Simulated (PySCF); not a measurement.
Species: C4H7F3OSi2.
SMILES: `O=C(C1[SiH2]C[SiH2]1)C(F)(F)F`

A linear-response calculation (PySCF, def2-SVPD basis, gas phase, vertical, core orbitals frozen in the response) gave these numbers; the functional is withheld.

Orbital energies (eV): HOMO-3 -10.90, HOMO-2 -10.43, HOMO-1 -9.71, HOMO -9.66, LUMO -0.40, LUMO+1 0.44, LUMO+2 0.99.

| state | E (eV) | f | main configurations (H = HOMO, L = LUMO) |
| --- | --- | --- | --- |
| S1 | 4.51 | 0.0004 | H→L (57%), H-1→L (35%) |
| S2 | 6.20 | 0.111 | H-1→L (56%), H→L (33%) |
| S3 | 6.77 | 0.0027 | H-1→L+1 (53%), H→L+1 (40%) |
| S4 | 6.98 | 0.024 | H-2→L (65%), H-3→L (19%) |
| S5 | 7.08 | 0.046 | H-3→L (59%), H-2→L (24%), H-4→L (9%) |
| S6 | 7.42 | 0.0028 | H→L+1 (53%), H-1→L+1 (39%) |

Triplets, Tamm–Dancoff:

```
state  E (eV)  λ (nm)  main configurations (H = HOMO, L = LUMO)
   T1    3.96   312.8                    H→L (59%), H-1→L (33%)
   T2    5.03   246.4       H-2→L (35%), H-1→L (31%), H→L (20%)
   T3    6.52   190.3   H-1→L+1 (24%), H→L+1 (16%), H-1→L (16%)
   T4    6.53   189.8   H-1→L+1 (28%), H→L+1 (20%), H-1→L (14%)
```

Vertical ionisation energy by ΔSCF with the same functional: 11.08 eV. Mean static polarisability: 100.8 au.

Question: Which of these was used?
A. B3LYP
B. HF
C. PBE
D. CAM-B3LYP

Answer: D. CAM-B3LYP is range-separated, 19% exact exchange at short range and 65% at long range (ω = 0.33 bohr⁻¹). In this run −ε(HOMO) = 9.66 eV differs from the ΔSCF value by -1.42 eV, and S1 differs from the orbital gap of 9.26 eV by -4.75 eV. The ratio −ε(HOMO)/IP is 0.87. Usual ranges for neutral molecules in this basis: 0.85 to 0.93 with CAM-B3LYP, 0.5 to 0.7 with PBE, 0.67 to 0.83 with B3LYP; with Hartree–Fock the ratio is 1 or more (Koopmans' value less the relaxation energy is the ΔSCF value). The other options: PBE, a GGA without exact exchange; HF, time-dependent Hartree–Fock, 100% exact exchange; B3LYP, a global hybrid with 20% exact exchange.

The calculation used TDDFT CAM-B3LYP/def2-SVPD, vertical, gas phase, core orbitals frozen in the response (PySCF). One conformer (not necessarily the lowest) at the PBE0-D3(BJ)/def2-SVP geometry, without solvent, vibrations or thermal averaging.

The values belong to the conformer `[O:1]=[C:2]([CH:3]1[SiH2:4][CH2:5][SiH2:6]1)[C:7]([F:8])([F:9])[F:10]`: O1–C2–C3–Si4 63°, O1–C2–C7–F8 -120°.
